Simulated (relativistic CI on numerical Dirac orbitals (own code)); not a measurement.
Charge states of sulfur

Computed by Dirac-Coulomb-Breit CI, KLI orbitals optimised for each configuration, QED by a radiative potential, valence Slater integrals scaled by 0.9 (own radial code, finite nucleus).

Each species is treated in one configuration, given outside its closed core. Radial values are for the open shell of highest l, unscaled and averaged over j; ζ includes the Breit term. Labels give the leading LS character, summed over repeated terms.

```tsv
Ion	Configuration	Its lowest level	LS weight (%)	ζ (cm⁻¹)	Next level	E (cm⁻¹)	⟨r⟩ (bohr)	⟨r²⟩ (bohr²)
S	3s2.3p4	3P_2	100	400.4	3P_1	401.49	2.079	5.179
S⁺	3s2.3p3	4S°_3/2	100	475	2D°_3/2	16970	1.909	4.283
S²⁺	3s2.3p2	3P_0	100	554.9	3P_1	300.66	1.781	3.689
S³⁺	3s2.3p	2P°_1/2	100	640.1	2P°_3/2	962.76	1.679	3.256
S⁴⁺	3s2	1S_0	100					
S⁵⁺	3s	2S_1/2	100				1.419	2.29
S⁶⁺	2s2.2p6	1S_0	100					
S⁷⁺	2s2.2p5	2P°_3/2	100	6673	2P°_1/2	10036	0.4187	0.2161
S⁸⁺	2s2.2p4	3P_2	99	7195	3P_1	7981.1	0.4043	0.2004
S⁹⁺	2s2.2p3	4S°_3/2	100	7749	2D°_3/2	77561	0.391	0.1866
S¹⁰⁺	2s2.2p2	3P_0	99	8336	3P_1	5189	0.3789	0.1746
S¹¹⁺	2s2.2p	2P°_1/2	100	8959	2P°_3/2	13474	0.3678	0.1639
S¹²⁺	2s2	1S_0	100					
S¹³⁺	2s	2S_1/2	100				0.4051	0.1916
S¹⁴⁺	1s2	1S_0	100
```

With one configuration, terms of near-neutral atoms and ions can be 10 to 25 % off, and close levels can change places.
